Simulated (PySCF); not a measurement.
Ionisation energy of Ti by level of theory

Ti [Ar] 3d2 4s2 (3F) → Ti⁺ [Ar] 3d2 4s1 (4F), as a difference of total energies. Calculation: PySCF 2.14, in aug-cc-pVTZ with one added diffuse shell each of s, p, d, f, g type (9s8p6d4f3g, 118 functions); no relativity, point nucleus. Correlated levels: valence: [Ar] frozen. The calculations carry no spin-orbit coupling.

```csv
method,ionisation energy (eV)
UHF,5.525
LDA,6.879
PBE,6.645
PBE0,6.527
B97-3,6.884
CAM-B3LYP,6.759
MP2 (valence),6.340
SCS-MP2 (valence),6.514
```

**Question.** Estimate what BP86 gives.

**Answer.** 6.809 eV, closest to CAM-B3LYP among the rows shown.

**Question.** Estimate what r2SCAN gives.

**Answer.** 6.366 eV, closest to MP2 (valence) among the rows shown.

These non-relativistic numbers lack the scalar-relativistic shift.

Errors of the correlated levels include the incompleteness of this basis and the frozen core.

MP2 underrates the near-degeneracy of ns² with np² in the lower species.

For comparison: 6.828 eV (measured; NIST levels, between the centres of gravity of the two terms).
